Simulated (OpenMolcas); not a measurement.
## neutral vanadium: effect of the active space

```json
{
 "Program": "OpenMolcas",
 "Method": "SS-CASPT2 or its RAS form, IPEA 0.25 Eh, imaginary shift 0.1 Eh",
 "Basis": "ANO-RCC-VTZP",
 "Scalar Hamiltonian": "DKH2, point nucleus",
 "Spin-orbit coupling": "state interaction with AMFI integrals over the reference wave functions, term energies averaged over their components"
}
```

A. 3 electrons in 5 orbitals (3d); 2S+1 = 4 even, 10 roots; 2S+1 = 2 even, 40 roots; closed shells correlated: 3s 3p 4s; CASPT2 step about 11 core-seconds
B. 5 electrons in 6 orbitals (3d 4s); 2S+1 = 6 even, 5 roots; 2S+1 = 4 even, 50 roots; 2S+1 = 2 even, 86 roots; closed shells correlated: 3s 3p; CASPT2 step roughly 70 core-seconds
C. 5 electrons in 9 orbitals (RAS2 3d 4s; RAS3 4p, at most 2 electrons); 2S+1 = 4 even, 50 roots (45 in the spin-orbit step); 2S+1 = 6 even, 5 roots kept (CI in the orbitals of an earlier block); 2S+1 = 2 even, 88 roots kept (CI in the orbitals of an earlier block, 58 in the spin-orbit step); 2S+1 = 4 odd, 70 roots (51 in the spin-orbit step); 2S+1 = 6 odd, 40 roots kept (CI in the orbitals of an earlier block, 30 in the spin-orbit step); 2S+1 = 2 odd, 84 roots kept (CI in the orbitals of an earlier block, 21 in the spin-orbit step); closed shells correlated: 3s 3p; CASPT2 step about 6 core-minutes
D. 5 electrons in 11 orbitals (3d 4s 4d); 2S+1 = 4 even, 50 roots (45 in the spin-orbit step); 2S+1 = 6 even, 6 roots kept (CI in the orbitals of an earlier block); 2S+1 = 2 even, 28 roots kept (CI in the orbitals of an earlier block); closed shells correlated: 3s 3p; CASPT2 step of the order of 40 core-minutes

Energies in eV above 3d3 4s2 4F 3/2, the measured ground level; measured values from NIST Handbook of Basic Atomic Spectroscopic Data.

| Level | A | B | C | D | Measured |
| --- | --- | --- | --- | --- | --- |
| 3d3 4s2 4F 3/2 | 0.0000 | 0.0000 | 0.0000 | 0.0000 | 0.0000 |
| 3d3 4s2 4F 5/2 | 0.0183 | 0.0150 | 0.0152 | 0.0189 | 0.0170 |
| 3d3 4s2 4F 7/2 | 0.0433 | 0.0356 | 0.0361 | 0.0449 | 0.0401 |
| 3d3 4s2 4F 9/2 | 0.0746 | 0.0614 | 0.0624 | 0.0773 | 0.0686 |
| 3d3 4s2 2G 7/2 | 1.278 | 1.274 | 1.433 | 1.391 |  |
| 3d3 4s2 2G 9/2 | 1.304 | 1.297 | 1.456 | 1.419 |  |
| 3d3 4s2 4P 1/2 | 1.382 | 1.232 | 1.303 | 1.142 | 1.1834 |
| 3d3 4s2 4P 3/2 | 1.390 | 1.246 | 1.313 | 1.159 | 1.1948 |
| 3d3 4s2 4P 5/2 | 1.411 | 1.273 | 1.334 | 1.190 | 1.2181 |
| 3d3 4s2 2P 1/2 | 1.848 | 1.680 | 1.888 | 1.756 |  |
| 3d3 4s2 2H 9/2 | 1.873 | 1.896 | 2.091 | 1.933 |  |
| 3d3 4s2 2P 3/2 | 1.889 | 1.697 | 1.898 | 1.772 |  |
| 3d3 4s2 2H 11/2 | 1.893 | 1.914 | 2.109 | 1.955 |  |

Deviations, from unrounded energies. A percentage is the sum of absolute deviations over the sum of measured energies, with the sign that they share, or ± where signs differ.

```json
{"Against measurement": "mean absolute deviation (cm-1)", "Levels": "6", "A": "800", "B": "230", "C": "490", "D": "160"}
{"Against measurement": "fine structure of the ground term (%)", "Levels": "3", "A": "+8.4", "B": "-10.9", "C": "-9.5", "D": "+12.3"}
{"Against measurement": "other terms of the ground configuration (%)", "Levels": "3", "A": "+16.3", "B": "+4.3", "C": "+9.8", "D": "-2.9"}
```

D lies closest to measurement on these levels and A furthest from it. The largest miss of D in the table is 3d3 4s2 4P 1/2, by -330 cm-1. The ranking rests on the paired levels alone, and a cruder setting can come out closer through cancelling errors.

The spin-orbit steps hold different terms of 3d3 4s2 (B lacks a 2D, 2F; C lacks a 2D, 2F; D lacks a 2D, 2F), which shifts levels as well.

The two smallest mean deviations differ by little beside CASPT2's spread within terms, so their order carries little weight.

Among A to D the level of the table that moves most is 3d3 4s2 4P 1/2, by 1900 cm-1 (lowest in D, highest in A). Moves below CASPT2's spread within the term are not significant.

Term energies are means over components that CASPT2 splits; among the terms shown or strongly mixed into the levels shown the widest spread is 1900 cm-1 (3d3 4s2 4F, C). Over all roots computed the reference weight is 0.82 to 0.90 in B, 0.83 to 0.93 in C; the roots of lowest weight are the least certain, and an intruder state may touch them. With the s shell closed, the reference lacks s² → p², s² → d² and s → d mixing, so excited terms can stand far too high and out of order, with CASPT2 too (holds for A). The CASPT2 spread within a term exceeds the gap to the next term for 3d3 4s2 2D(1) and 3d3 4s2 2P, 3d3 4s2 2P and 3d3 4s2 2H, so the order of their levels is uncertain, and so are names and mixing where such terms share a J (holds for A). Some terms miss by over 15 % even with CASPT2, which points to a basis or an active space too small for the shells correlated (holds for A). Configurations are named by rounded mean occupations; where the s occupation lies near a half they are strongly mixed, a name can repeat and a true partner stay unpaired (holds for B). Some high roots are left out of the spin-orbit mixing, which shifts the levels that they would mix with (holds for C; D). Terms from blocks run as CI alone lack orbitals of their own (holds for C; D). Active for correlation alone: 4d; no level in the range computed is led by a configuration that fills it, so any true level of that kind is missing (holds for D). Measured partners are found by configuration, term and J. A level has none where our copy of the source lacks it or the pairing is in doubt (some pairs that miss far off the trend of their configuration count as doubtful), and it then counts in no deviation. Only configurations of the active space appear. The table leaves out levels that lie high or whose names do not pair safely across all columns.

A number in round brackets counts repeated terms of one configuration in the order of the reference energies.
